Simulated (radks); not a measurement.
The numbers below are computed, except where a source is named.
Q: Spherical quantum dot in the effective-mass picture: electrons in a well V = -V0 / (1 + exp((r - R)/a)) with V0 = 3.91, R = 5.48, a = 0.17, all in effective atomic units (hartree* = m*/eps^2 hartree, bohr* = eps/m* bohr), one dielectric constant everywhere. Level of theory: non-relativistic Kohn-Sham, LDA (Slater exchange, Perdew-Wang correlation), spin-polarised, spherical densities (a radial shooting solver with Libxc functionals). Levels are named by radial order and angular momentum (1s, 1p, 1d, 2s, ...), and open shells are averaged over m. At N = 6 the configuration is 1s2 1p(up 3, down 1). Does electron 7 go into 1p down or 1d down or 1d up?

A: Into 1p down. The total energies of the other choices lie higher by 0.128 hartree* (1d up), 0.157 hartree* (1d down).
